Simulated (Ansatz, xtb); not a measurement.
# F2GaOSi: 5 structures ranked

5 gas-phase structures of F2GaOSi, found in a search over its isomers (lower ones may exist). Each was relaxed with GFN2-xTB; where two conformers were screened, the lower at r2SCAN-D4/def2-SVP is listed:

A. `F[Si](F)[O][Ga]`, a doublet
B. `O=[Si][Ga]([F])[F]`, a doublet
C. `F[Si][O][Ga][F]`, a doublet
D. a doublet given by its coordinates
E. a doublet given by its coordinates

D (Å):

| atom | x (Å) | y (Å) | z (Å) |
| --- | --- | --- | --- |
| F | 0.7301 | 0.1794 | -0.0450 |
| F | 2.2744 | 1.0897 | -1.6580 |
| Ga | 2.7923 | -0.6556 | -0.2389 |
| O | -0.3517 | 0.8394 | -2.5734 |
| Si | 0.7950 | 0.1670 | -1.8540 |

Close contacts (Å): F1–Ga3 2.23, F1–Si5 1.81, F2–Ga3 2.31, F2–Si5 1.75, Ga3–Si5 2.70, O4–Si5 1.51.

E (Å):

```xyz
5

F     1.5371    0.3285   -0.6648
F    -1.3975    0.2076   -1.5552
Ga   -0.1499    1.0995   -0.4978
O    -0.6100   -0.3103    1.1864
Si   -0.3944   -1.7140    0.6645
```

Close contacts (Å): F1–Ga3 1.86, F2–Ga3 1.86, Ga3–O4 2.24, O4–Si5 1.51.

Question: Estimate their order in r2SCAN-D4/def2-SVP energy at these geometries, lowest first.

Answer: Calculated order at r2SCAN-D4/def2-SVP: A (0.0), C (154.9), D (189.3), E (236.5), B (292.1) kJ/mol.

Energies above the lowest of each column, in kJ/mol:

```tsv
structure	GFN2-xTB	HF/STO-3G	r2SCAN-D4/def2-SVP
A	0.0	0.0	0.0
C	13.6	88.5	154.9
D	71.1	264.1	189.3
E	30.1	160.9	236.5
B	31.0	345.6	292.1
```

Every level run on A puts it lowest or level with the lowest. Some further structures that were screened fall inside this span and aren't listed. Flexible structures stand in one conformer each, not always the lowest. Frequencies (B3LYP-D3(BJ)/def2-SVP) were run for A alone. Open shells are spin-unrestricted, some with notable spin contamination.

Over these structures GFN2-xTB departs from r2SCAN-D4/def2-SVP by 70.7 kJ/mol on average once a common shift is removed. A GFN2-xTB relaxation took about 0.12 s and the r2SCAN-D4/def2-SVP energy about 2.3 s on a shared host (Ansatz 0.2.0, xtb 6.7.1).
